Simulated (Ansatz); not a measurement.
A nudged elastic band was laid between two geometries of AlCl2H3S (7 atoms, charge 0, multiplicity 1).

These are results of RKS r2SCAN-D4/def2-SVP (Ansatz 0.2.0), not measurements.

```json
{
 "movable images": "9",
 "climbing image": "yes",
 "spring": "5.0 eV/Å²",
 "optimiser": "quadratic models (default)",
 "start path": "through a guess of the saddle point",
 "force threshold": "0.03 eV/Å",
 "iteration limit": "60",
 "end points": "relaxed"
}
```

First end point:

```xyz
7
Properties=species:S:1:pos:R:3
Al 0.053 0.035 0.027
H -0.074 0.665 1.466
Cl 1.850 0.314 -1.061
Cl -1.720 -0.216 -1.129
S 0.311 -2.434 0.686
H -0.980 -2.730 0.403
H 0.060 -2.277 2.007
```

Last end point:

```xyz
7
Properties=species:S:1:pos:R:3
Al 0.105 -0.774 -0.277
H -0.008 0.252 1.781
Cl 1.814 0.376 -0.663
Cl -1.786 -0.005 -0.766
S 0.347 -2.885 0.195
H -0.987 -3.114 0.173
H 0.014 -0.493 1.956
```

Problem. Which bonds break or form, and what moves?

Solution. Bonds broken: Al1–H2, S5–H7. Bonds formed: H2–H7. AlCl2H3S becomes AlCl2HS + H2.

Problem. Give the energies along the band, and the barrier.

Solution. The forces met the threshold. The highest image is number 4 of 0 to 10, 0.56 eV above the first end and 0.88 eV above the last; the last end lies 0.32 eV below the first. A vibrational analysis at the climbing image gives one clearly imaginary mode, 832i cm⁻¹: a first-order saddle point. The orbitals stay closed-shell, which can raise the energy where a bond breaks towards radicals; this wasn't checked here.

```csv
image,path coordinate (Å),energy (eV),Al1–H2 (Å),S5–H7 (Å),H2–H7 (Å)
0,0.00,0.00,1.58,1.35,2.99
1,0.40,0.02,1.58,1.35,2.63
2,0.80,0.15,1.58,1.36,2.13
3,1.19,0.35,1.60,1.40,1.65
4,1.59,0.56,1.68,1.61,1.18
5,1.85,0.38,1.79,1.86,0.94
6,2.12,0.04,1.95,2.13,0.82
7,2.38,-0.18,2.11,2.40,0.78
8,2.64,-0.28,2.22,2.66,0.77
9,2.91,-0.31,2.28,2.86,0.77
10,3.17,-0.32,2.30,2.99,0.77
```

Problem. What is the geometry of the highest image?

Solution. 
```xyz
7
Properties=species:S:1:pos:R:3:forces:R:3
Al 0.065 -0.322 -0.076 -0.02 0.00 -0.01
H -0.078 -0.086 1.585 0.00 0.00 0.01
Cl 1.866 0.449 -0.827 0.01 0.00 0.00
Cl -1.777 -0.062 -1.060 0.00 0.00 0.00
S 0.332 -2.574 0.646 0.01 0.01 0.00
H -1.004 -2.795 0.601 0.00 0.00 0.00
H 0.096 -1.253 1.531 0.00 -0.01 0.00
```

Problem. What are the harmonic wavenumbers there?

Solution. 832i, 95, 132, 207, 293, 432, 484, 542, 609, 665, 1020, 1238, 1415, 1745, 2683 cm⁻¹.

Run time: 5.9 min on 2 threads of Arm Neoverse V1 (shared host), peak memory 0.15 GiB.
